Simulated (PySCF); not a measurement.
Si(F)3(SiMe3), SMILES C[Si](C)(C)[Si](F)(F)F (C₃H₉F₃Si₂) (GFN2-xTB optimised geometry):

```
17

C      1.281     1.360     1.560
Si     0.647     0.461     0.000
C      1.280     1.363    -1.559
C      1.281    -1.340    -0.002
Si    -1.646     0.461     0.000
F     -2.365    -0.251    -1.233
F     -2.366     1.885     0.000
F     -2.366    -0.251     1.233
H      0.939     2.391     1.594
H      2.366     1.376     1.590
H      0.937     0.873     2.469
H      0.936     2.393    -1.592
H      0.937     0.877    -2.469
H      2.366     1.381    -1.589
H      2.366    -1.374    -0.002
H      0.938    -1.885     0.874
H      0.937    -1.884    -0.878
```

Level of theory: PBE0/def2-SVP run with PySCF 2.14.0.

Question: What are the frontier orbital energies and the dipole moment?

Answer: HOMO-2 -9.20 eV, HOMO-1 -9.20 eV, HOMO -8.85 eV, LUMO -0.01 eV, LUMO+1 -0.01 eV; dipole moment 4.19 D.

On the same geometry PBE/def2-SVP (PySCF) gives HOMO-2 -7.80 eV, HOMO-1 -7.80 eV, HOMO -7.43 eV, LUMO -0.78 eV, LUMO+1 -0.78 eV; dipole moment 3.94 D.

Meta-Löwdin charges at PBE0/def2-SVP: C1 -0.54, Si2 0.62, C3 -0.54, C4 -0.54, Si5 1.32, F6 -0.47, F7 -0.47, F8 -0.47, H9 0.12, H10 0.12, H11 0.12, H12 0.12, H13 0.12, H14 0.12, H15 0.12, H16 0.12, H17 0.12.
